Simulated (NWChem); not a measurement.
Molecule: MgNH₂Br; SMILES [NH2][Mg][Br]

```xyz
5

Mg    -0.0014     1.1475     0.0000
Br     0.0003    -1.2069     0.0000
N      0.0023     3.0307     0.0000
H     -0.0046     3.6277    -0.8197
H     -0.0046     3.6277     0.8197
```
Atoms are numbered in this order, from 1.

All runs: NWChem. Coordinates come from a B3LYP/6-31G* (spherical d) optimisation.

Task: Estimate the computed values for Hartree-Fock/STO-3G. Quantities: highest occupied level (eV); orbital gap (eV); dipole (D).

Result: 
- highest occupied level (eV) = -6.54
- orbital gap (eV) = 15.49
- dipole (D) = 2.80
